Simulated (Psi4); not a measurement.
Pair of molecules, SMILES [C-]#[O+] with SMILES S (the first has 2 atoms); geometry from B3LYP-D3(BJ)/def2-TZVP, rigid monomers moved along the line of their centres of mass till C1···S3 is 3.24 Å.
(charge 0, multiplicity 1):
```xyz
5

C      0.1707    -0.6345     0.1989
O     -0.0032     0.2786    -0.4345
S     -0.1800     0.1231     3.3339
H      0.9672    -0.5030     3.0272
H     -0.9208    -0.9181     2.9227
```

Level of theory: SAPT0/jun-cc-pV(D+d)Z (Psi4).

Task: Give the four SAPT terms and the total, and say what mostly holds the pair together.

Result: electrostatics -107.7, exchange 240.1, induction -31.8, dispersion -66.0, total 34.6 meV; the largest attraction is electrostatics.
